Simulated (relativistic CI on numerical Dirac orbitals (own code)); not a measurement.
## Pr6+: computed level list

Computed by Dirac-Coulomb-Breit CI, separate exchange-only KLI orbitals for each configuration, QED by a radiative potential, unscaled Slater integrals (own radial code, finite nucleus).

Configurations in the expansion (outside the closed core [Kr] 4d10): 4f5s²5p⁴, 5s²5p⁵, 4f²5s²5p³, 5s5p⁶, 4f5s5p⁵, 4f5s²5p³5d, 5s²5p⁴5d, 4f²5s²5p²5d, 4f5s5p⁴5d, 4f²5s5p⁴, 4f5s²5p³5f, 5s²5p⁴6s, 4f³5s5p³, 4f5s²5p³5g, 4f5s²5p³6s, 5s²5p⁴6p, 4f²5p⁵, 5s²5p⁴6d, 5s²5p³5d6p, 5s5p⁴5d², 4f5p⁵5d, 5s²5p⁴7s, 5s²5p⁴8s, 4f5p⁶, 5p⁶5d, 5s5p⁵5d, 5p⁵5d², 5s²5p³5d², 5s²5p²5d³, 5s5p³5d³, 5s5p⁵6s, 5p⁶6s, 5p⁵5d6s, 5s²5p³6s², 5s²5p²5d6s², 5s5p³5d6s². Double excitations out of closed p, d and f shells are left out; levels of such configurations are missing from the list, as are those of other unlisted configurations, and high levels can miss mixing partners. These lack a partner that the ground configuration has and come out too high: 5s²5p⁴6p, 5s²5p⁴6d, 5s²5p⁴7s, 5s²5p⁴8s.

The lowest level is 5s²5p⁵ ²P°3/2, with 93 % of that term; Hund's rules for 5s²5p⁵ give ²P° with J = 3/2, in agreement.

```csv
No.,Configuration,Term,J,E (cm⁻¹),%,Next component (%),Lifetime (s)
1,5s²5p⁵,²P°,3/2,0.0,93,3 4f5s²5p⁴ ²P°,
2,5s²5p⁵,²P°,1/2,29396.9,88,7 4f5s²5p⁴ ²P°,2.21e-03
3,4f5p⁴(3P),⁴F°,5/2,57734.8,65,18 ²F°,4.37e+00
4,4f5p⁴(3P),⁴F°,7/2,57894.5,73,9 ²F°,5.04e+02
5,4f5p⁴(3P),⁴F°,9/2,59999.2,73,14 ⁴G°,4.74e+00
6,4f5p⁴(3P),⁴F°,3/2,60208.3,54,27 ²D°,
7,4f5p⁴(3P),²G°,9/2,67368.1,49,26 ²H°,4.53e+00
8,4f5p⁴(3P),⁴G°,11/2,67857.4,74,23 ²H°,5.66e-01
9,4f5p⁴(3P),⁴D°,1/2,68524.2,68,24 ²P°,8.56e-03
10,4f5p⁴(3P),⁴D°,3/2,72057.1,36,32 ²P°,1.16e-02
11,4f5p⁴(3P),²F°,5/2,73125.3,53,26 ⁴D°,1.34e-02
12,4f5p⁴(3P),²F°,7/2,74205.5,50,24 ²G°,1.03e-02
13,4f5p⁴(3P),⁴G°,5/2,84132.9,56,23 ²F°,2.29e-02
14,4f5p⁴(3P),⁴F°,3/2,84518.7,42,38 ²D°,3.42e-03
15,4f5p⁴(3P),⁴G°,7/2,86168.9,37,25 ²F°,2.17e-02
16,4f5p⁴(3P),⁴D°,5/2,90905.7,30,22 ⁴F°,2.78e-03
17,4f5p⁴(3P),⁴G°,9/2,91599.3,52,23 ²G°,3.06e-03
18,4f5p⁴(3P),²F°,7/2,95271.3,38,27 ⁴G°,1.87e-03
19,4f5p⁴(3P),²D°,5/2,98081.6,63,18 ⁴D°,3.28e-03
20,4f5p⁴(1D),²H°,9/2,98186.7,66,23 ²G°,4.04e-03
21,4f5p⁴(3P),²G°,7/2,98417.5,43,41 ⁴D°,2.54e-03
22,4f5p⁴(1D),²P°,1/2,98718.0,63,27 ⁴D°,1.00e-03
23,4f5p⁴(1D),²P°,3/2,99015.8,55,27 ⁴D°,1.82e-03
24,4f5p⁴(1D),²H°,11/2,100352.1,72,23 ⁴G°,3.84e-03
25,4f5p⁴(1D),²F°,7/2,105317.7,74,9 ⁴F°,2.54e-03
26,4f5p⁴(1D),²D°,5/2,105408.6,61,12 ²F°,1.01e-03
27,4f5p⁴(1D),²G°,7/2,108659.8,75,14 ²F°,2.35e-03
28,4f5p⁴(1D),²F°,5/2,110776.0,82,8 ²D°,2.26e-03
29,4f5p⁴(1D),²G°,9/2,111600.1,83,6 4f²5s²5p³ ²G°,2.61e-03
30,4f5p⁴(1D),²D°,3/2,112463.1,87,5 ²P°,1.01e-03
31,4f²(3H)5p³(4S°),⁶H°,9/2,141321.6,62,16 ⁴H°,3.13e-02
32,4f²(3H)5p³(4S°),⁶H°,7/2,141553.0,68,13 ⁴H°,2.24e-02
33,4f²(3H)5p³(4S°),⁶H°,11/2,142068.2,64,15 ⁴H°,4.94e-02
34,4f²(3H)5p³(4S°),⁶H°,5/2,142426.2,81,16 ⁴G°,2.77e-02
35,4f²(3H)5p³(4S°),⁶H°,13/2,143695.0,71,15 ⁴I°,1.08e-01
36,4f²(3H)5p³(4S°),⁶H°,15/2,146094.1,78,17 ⁴I°,9.60e-01
37,4f5p⁴(1S),²F°,5/2,147599.1,70,10 ⁴G°,3.70e-04
38,4f²(3F)5p³(4S°),⁶F°,3/2,148246.5,70,13 ⁴D°,1.68e-02
39,4f²(3F)5p³(4S°),⁶F°,1/2,148341.5,74,23 ⁴D°,1.12e-02
40,4f5p⁴(1S),²F°,7/2,148600.0,64,7 ⁴D°,4.49e-04
41,4f²(3F)5p³(4S°),⁶F°,5/2,148621.6,71,17 ⁴F°,1.64e-02
42,4f²(3F)5p³(4S°),⁶F°,7/2,149135.1,63,14 ⁴F°,6.19e-03
43,4f²(3F)5p³(4S°),⁶F°,11/2,149272.0,50,33 ⁴G°,3.59e-02
44,4f²(3F)5p³(4S°),⁶F°,9/2,149434.4,44,13 ⁴G°,1.13e-02
45,4f²(3F)5p³(4S°),⁶F°,9/2,150877.5,24,22 ⁴H°,8.91e-03
46,4f²(3H)5p³(4S°),⁴H°,7/2,151830.1,31,20 ²G°,5.08e-03
47,4f²(3H)5p³(4S°),⁴H°,11/2,154611.2,36,18 ⁴G°,4.55e-03
48,4f²(1G)5p³(4S°),⁴G°,9/2,156600.4,35,20 ²G°,5.36e-03
49,4f²(3F)5p³(4S°),⁴F°,3/2,156796.6,63,16 ⁴D°,4.72e-03
50,4f²(3H)5p³(4S°),²H°,11/2,157922.1,29,23 ⁴G°,4.78e-03
51,4f²(1G)5p³(4S°),⁴G°,7/2,158262.1,31,30 ⁴H°,4.11e-03
52,4f²(1G)5p³(4S°),⁴G°,5/2,158865.7,42,22 ⁴F°,3.50e-03
53,4f²(1G)5p³(4S°),⁴G°,9/2,161529.1,35,21 ⁴F°,1.96e-03
54,4f²(1G)5p³(4S°),⁴G°,5/2,161874.7,34,26 ⁴F°,3.56e-03
55,4f²(3H)5p³(4S°),⁴H°,13/2,162358.3,59,15 ²I°,2.00e-03
56,4f²(1G)5p³(4S°),⁴G°,11/2,164766.5,28,23 ²H°,3.12e-03
57,4f²(3F)5p³(4S°),⁴F°,7/2,165076.2,44,22 ⁴H°,1.67e-03
58,4f²(1D)5p³(4S°),⁴D°,7/2,165902.3,38,18 ⁴G°,4.98e-03
59,4f²(3F)5p³(4S°),²F°,5/2,167396.8,44,19 ⁴F°,1.57e-03
60,4f²(3P)5p³(4S°),⁶P°,3/2,168456.8,47,37 ⁴P°,1.80e-03
61,4f²(3H)5p³(4S°),⁴H°,9/2,168949.0,35,29 ⁴I°,1.68e-03
62,4f²(3P)5p³(4S°),⁶P°,5/2,169886.6,45,28 ⁴P°,2.14e-03
63,4f²(3F)5p³(4S°),²F°,7/2,170242.4,23,18 ⁶P°,2.61e-03
64,4f²(3H)5p³(2D°),⁴I°,11/2,170380.4,40,20 ⁴G°,1.53e-03
65,4f²(3P)5p³(2D°),⁴P°,1/2,170433.6,45,27 ⁴D°,1.43e-03
66,4f²(3H)5p³(4S°),²H°,9/2,170455.0,28,21 ⁴F°,1.66e-03
67,4f²(3H)5p³(2D°),⁴I°,13/2,171093.4,53,15 ⁴H°,3.15e-03
68,4f²(3H)5p³(2D°),⁴H°,7/2,172068.5,43,14 ⁴F°,9.81e-04
69,4f²(1D)5p³(4S°),⁴D°,3/2,172346.3,45,31 ²D°,2.37e-03
70,4f²(3P)5p³(2D°),⁴P°,1/2,173238.7,43,31 ⁴D°,1.48e-03
```

Energies count from the lowest computed level; ° marks odd parity; lifetimes are radiative, by E1, M1, E2 decay to levels of this space only; some are left blank where a channel outside the calculation adds to the decay or the decay crosses a small, uncertain gap. Percentages are summed over parent terms; the parents shown are those of the largest component, closed shells are left out there.

The mean weight of the leading LS term, summed over parents, in these 70 levels is 54 %, and that of the leading jj configuration (from the same eigenvectors) 60 %.

At this charge configurations can still be misplaced by up to about 7 % of their energy. Levels and lines within the n = 5 or 6 shells can be off by up to 10 % or somewhat more, and those that change n by about 2 %, since core polarisation is missing. Levels that differ in their count of f electrons can be misplaced by several ten thousand cm⁻¹, since the correlation energy of f electrons is missing or only estimated; rates across such gaps can be off by orders of magnitude. The computed lowest level isn't the tabulated ground level, which NIST ASD gives as 4f 5s2 5p4 °.

LS names give the leading component of a level, which can be under half, so a name can repeat, a term be missing and a line seem to break the LS rules.
